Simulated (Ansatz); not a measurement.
CH6OSSi2 can be A, `[SiH3]S[SiH]1CO1`, or B, `[SiH3]OC1[SiH2]S1`.

Program: Ansatz. Geometries: PBE0-D4/def2-TZVP. ΔE: electronic, gas phase. CBS: MP2 limit from def2 TZ/QZ plus the TZ coupled-cluster correction, frozen cores. Functionals use def2-TZVPP. B3LYP here is the variant with VWN-RPA as its local correlation; programs differ in this. Each species was taken in one conformer, which may not be the lowest.

Q: Which is lower in electronic energy at CCSD(T)/CBS, and by how much? (Best estimate.)

A: The calculation gave: A, by 13.3 kcal/mol.

Q: Give E(B) − E(A) in kcal/mol with MP2/def2-TZVPP, B3LYP-D4, ωB97M-V, HF/def2-TZVPP, PBE0-D4, B2PLYP, CCSD(T)/def2-TZVPP. (An estimate is asked.)

A: Computed: MP2/def2-TZVPP 13.5, B3LYP-D4 12.5, ωB97M-V 13.5, HF/def2-TZVPP 12.1, PBE0-D4 13.7, B2PLYP 13.1, CCSD(T)/def2-TZVPP 13.1. None reverses the order clearly.

Largest T1 diagnostic: 0.014.

In def2-TZVPP, CCSD(T) changes the Hartree–Fock value by +1.0 kcal/mol (the triples alone add −0.1 kcal/mol) and MP2 by +1.4 kcal/mol.
